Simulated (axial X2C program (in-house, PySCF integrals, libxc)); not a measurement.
**Potential curves of MoC⁻, without spin–orbit coupling**

All values were computed with an in-house all-electron X2C program for linear molecules (integrals from PySCF). Spin-free means the one-electron spin-free X2C Hamiltonian. Basis: Mo dyall-acv3z [12s13p10d5f3g], C dyall-av3z [8s7p3d2f] (cores contracted in-house); Gaussian nuclei, density fitting, unrestricted open shells. Masses: Mo 97.905 u, C 12.000 u.

State: M_S = 3/2, Λ = 0 (beyond evenly filled blocks: σα, δ+α, δ-α). Energies in eV from the fragments at the same level (Mo + C-). Fits are polynomials in 1 − R0/R over 0.85 to 1.23 times the lowest point R0.

| R (Å) | PBE0 | PBE50 |
| --- | --- | --- |
| 1.4668 | -3.2505 | -2.6594 |
| 1.5343 | -4.0344 | -3.3618 |
| 1.5848 | -4.3728 | -3.6466 |
| 1.6354 | -4.5478 | -3.7779 |
| 1.6860 | -4.5950 | -3.7969 |
| 1.7450 | -4.5303 | -3.7274 |
| 1.8040 | -4.3779 | -3.6043 |
| 1.8799 | -4.1106 | -3.4123 |
| 1.9726 | -3.7467 | -3.1617 |
| 2.1075 | -3.2316 | -2.8003 |

The state is a single determinant with fixed occupations, the lowest that a limited PBE0 search found. Dissociation energies refer to the lowest single-determinant-based atoms at the same level and basis. PBE0 can misorder states that lie within some tenths of an eV, so this need not be the ground state of the molecule. The nearest other spin-free determinant of the search, M_S = 1/2, Λ = 2, lies 0.90 eV up at the distance of the search. The highest occupied level of some functionals is positive through self-interaction error; at Hartree–Fock it is bound. The determinant is spin-polarised beyond a pure state at some levels (its spin-free form has ⟨S²⟩ too high), which makes Re and μ there less reliable.

Q: Fit the PBE0 curve near its minimum: give the equilibrium distance, the harmonic wavenumber and the well depth.

A: At PBE0, spin-free: Re = 1.683 Å, ωe ≈ 986 cm⁻¹, De = 4.60 eV to Mo + C-; Be follows as 0.557 cm⁻¹.

Q: What are Re, ωe and De at the PBE50 level?

A: At PBE50, spin-free: Re = 1.671 Å, ωe ≈ 914 cm⁻¹, De = 3.80 eV to Mo + C-; Be follows as 0.565 cm⁻¹.
